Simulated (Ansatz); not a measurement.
Correlation energies of C10H22N2OSiTi, SMILES `C[O][Ti]1234([N](C)C)([N](C)C)[C@@H]5[C@H]1[C@H]2[C@]3([SiH3])[C@@H]54` by basis set

```json
{"atom": "C1", "x (Å)": "1.431", "y (Å)": "-2.572", "z (Å)": "-0.310"}
{"atom": "O2", "x (Å)": "1.321", "y (Å)": "-1.189", "z (Å)": "-0.347"}
{"atom": "Ti3", "x (Å)": "0.077", "y (Å)": "0.099", "z (Å)": "0.031"}
{"atom": "N4", "x (Å)": "-0.720", "y (Å)": "-0.649", "z (Å)": "1.603"}
{"atom": "C5", "x (Å)": "-2.096", "y (Å)": "-0.511", "z (Å)": "1.996"}
{"atom": "C6", "x (Å)": "0.122", "y (Å)": "-0.998", "z (Å)": "2.718"}
{"atom": "N7", "x (Å)": "-1.385", "y (Å)": "-0.038", "z (Å)": "-1.181"}
{"atom": "C8", "x (Å)": "-1.764", "y (Å)": "-1.418", "z (Å)": "-1.406"}
{"atom": "C9", "x (Å)": "-2.162", "y (Å)": "0.836", "z (Å)": "-2.015"}
{"atom": "C10", "x (Å)": "0.438", "y (Å)": "2.113", "z (Å)": "1.267"}
{"atom": "C11", "x (Å)": "-0.245", "y (Å)": "2.496", "z (Å)": "0.097"}
{"atom": "C12", "x (Å)": "0.592", "y (Å)": "2.218", "z (Å)": "-1.005"}
{"atom": "C13", "x (Å)": "1.803", "y (Å)": "1.660", "z (Å)": "-0.533"}
{"atom": "Si14", "x (Å)": "3.216", "y (Å)": "1.002", "z (Å)": "-1.540"}
{"atom": "C15", "x (Å)": "1.689", "y (Å)": "1.594", "z (Å)": "0.881"}
{"atom": "H16", "x (Å)": "2.455", "y (Å)": "-2.864", "z (Å)": "-0.048"}
{"atom": "H17", "x (Å)": "1.198", "y (Å)": "-3.010", "z (Å)": "-1.288"}
{"atom": "H18", "x (Å)": "0.749", "y (Å)": "-3.012", "z (Å)": "0.431"}
{"atom": "H19", "x (Å)": "-2.720", "y (Å)": "-0.282", "z (Å)": "1.131"}
{"atom": "H20", "x (Å)": "-2.236", "y (Å)": "0.294", "z (Å)": "2.737"}
{"atom": "H21", "x (Å)": "-2.470", "y (Å)": "-1.437", "z (Å)": "2.458"}
{"atom": "H22", "x (Å)": "0.115", "y (Å)": "-0.226", "z (Å)": "3.505"}
{"atom": "H23", "x (Å)": "1.157", "y (Å)": "-1.139", "z (Å)": "2.397"}
{"atom": "H24", "x (Å)": "-0.211", "y (Å)": "-1.935", "z (Å)": "3.186"}
{"atom": "H25", "x (Å)": "-2.836", "y (Å)": "-1.566", "z (Å)": "-1.209"}
{"atom": "H26", "x (Å)": "-1.218", "y (Å)": "-2.095", "z (Å)": "-0.747"}
{"atom": "H27", "x (Å)": "-1.573", "y (Å)": "-1.724", "z (Å)": "-2.444"}
{"atom": "H28", "x (Å)": "-2.007", "y (Å)": "0.617", "z (Å)": "-3.082"}
{"atom": "H29", "x (Å)": "-1.912", "y (Å)": "1.881", "z (Å)": "-1.846"}
{"atom": "H30", "x (Å)": "-3.237", "y (Å)": "0.712", "z (Å)": "-1.818"}
{"atom": "H31", "x (Å)": "0.057", "y (Å)": "2.176", "z (Å)": "2.275"}
{"atom": "H32", "x (Å)": "-1.245", "y (Å)": "2.902", "z (Å)": "0.057"}
{"atom": "H33", "x (Å)": "0.341", "y (Å)": "2.375", "z (Å)": "-2.044"}
{"atom": "H34", "x (Å)": "4.076", "y (Å)": "2.126", "z (Å)": "-2.007"}
{"atom": "H35", "x (Å)": "4.051", "y (Å)": "0.102", "z (Å)": "-0.706"}
{"atom": "H36", "x (Å)": "2.722", "y (Å)": "0.285", "z (Å)": "-2.744"}
{"atom": "H37", "x (Å)": "2.429", "y (Å)": "1.173", "z (Å)": "1.547"}
```

Charge 0, multiplicity 1. Correlated methods include outer-core shells of Ti, which these sets cover unevenly. Scalar relativity is left out up to krypton. The structure was optimised at the PBE0-D4/def2-TZVP level. It is one conformer, not always the lowest. Frozen core, restricted reference, Ansatz.

```csv
basis,HF (Eh),MP2 corr.
def2-SVP,-1712.00470,-2.38662
def2-TZVPP,-1712.86057,-2.97356
def2-QZVPP,-1712.91001,-3.17093
```

Task: Estimate the CCSD correlation energy and the (T) correction in each basis where they were run (hartree).

Result: 
| basis | CCSD corr. | (T) |
| --- | --- | --- |
| def2-SVP | -2.49399 | -0.11095 |
